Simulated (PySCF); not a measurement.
**Ionisation energy of Co by level of theory**

Co [Ar] 3d7 4s2 (4F) → Co⁺ [Ar] 3d8 (3F), as a difference of total energies. All numbers are calculated (PySCF 2.14, the spin-free X2C one-electron Hamiltonian (Gaussian nucleus), in x2c-SVPall). Correlated levels: valence: [Ar] frozen. The calculations carry no spin-orbit coupling.

```
           method  ionisation energy (eV)  error (eV)
              UHF                   8.245      +0.376
             TPSS                   7.548      -0.321
           r2SCAN                   7.766      -0.103
    MP2 (valence)                   7.172      -0.697
SCS-MP2 (valence)                   7.354      -0.515
```

Reference: 7.869 eV (measured; NIST levels, between the centres of gravity of the two terms).

Errors of the correlated levels include the incompleteness of this basis and the frozen core.

MP2 underrates the near-degeneracy of ns² with np² in the lower species.
